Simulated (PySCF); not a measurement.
## Deuteron quadrupole couplings in `CC[Si](P)(P)O[SiH3]`

Compound: C2H12OP2Si2.
Geometry (GFN2-xTB, Å), atoms numbered from 1 in this order:
```
atom  x, y, z in Å
C1    -1.774   -1.103   -1.104
C2    -1.367   -0.766    0.323
Si3    0.035    0.534    0.362
P4    -0.521    2.261   -0.987
P5     0.604    0.881    2.530
O6     1.365   -0.041   -0.378
Si7    2.482   -1.204   -0.584
H8    -2.108   -0.206   -1.625
H9    -0.928   -1.513   -1.651
H10   -2.584   -1.830   -1.122
H11   -1.033   -1.670    0.833
H12   -2.233   -0.396    0.873
H13   -1.534    2.727   -0.161
H14    0.400    3.142   -0.442
H15    1.398    1.983    2.258
H16   -0.498    1.674    2.804
H17    1.784   -2.428   -0.976
H18    3.320   -0.658   -1.646
H19    3.183   -1.378    0.686
```

Level: PBE0/pcSseg-1 (PySCF, non-relativistic); Q(2H) = 0.00286 b; rigid geometry, the same for H and D, with no vibrational averaging.

Question: Rank these positions by the coupling χzz of a deuteron there, largest first.
A. H17 (Si–H hydrogen)
B. H12 (methylene hydrogen)
C. H16 (P–H hydrogen)

Answer: B (210 kHz), C (144 kHz), A (108 kHz).

Give the electric field gradient Vzz (the principal value of largest size), its asymmetry and the 2H coupling at each hydrogen.

```
atom  bonded to  bond length (Å)  Vzz (au)     η  χzz (kHz)
  H8         C1            1.090    0.3085  0.04        207
  H9         C1            1.087    0.3140  0.03        211
 H10         C1            1.089    0.3139  0.02        211
 H11         C2            1.091    0.3131  0.02        210
 H12         C2            1.091    0.3131  0.02        210
 H13         P4            1.388    0.2112  0.07        142
 H14         P4            1.386    0.2136  0.06        144
 H15         P5            1.385    0.2139  0.07        144
 H16         P5            1.385    0.2146  0.07        144
 H17        Si7            1.462    0.1600  0.03        108
 H18        Si7            1.458    0.1634  0.01        110
 H19        Si7            1.461    0.1606  0.03        108
```

Average by the element that carries the hydrogen.

on C: 210 kHz over 5 positions, mean bond length 1.090 Å; on P: 143 kHz over 4 positions, mean bond length 1.386 Å; on Si: 108 kHz over 3 positions, mean bond length 1.461 Å.

Geometry: GFN2-xTB, one conformer, isolated molecule. GFN2-xTB bond lengths can be off by several hundredths of an ångström, more for odd bonds, and the gradients follow them. The small basis limits the accuracy of the gradients.

The run behind these numbers computed NMR shieldings as well. On one thread of an Arm Neoverse N1, shared host, this took 86 s wall (with the writing of density and orbital grids) and 0.93 GiB of memory at its peak.
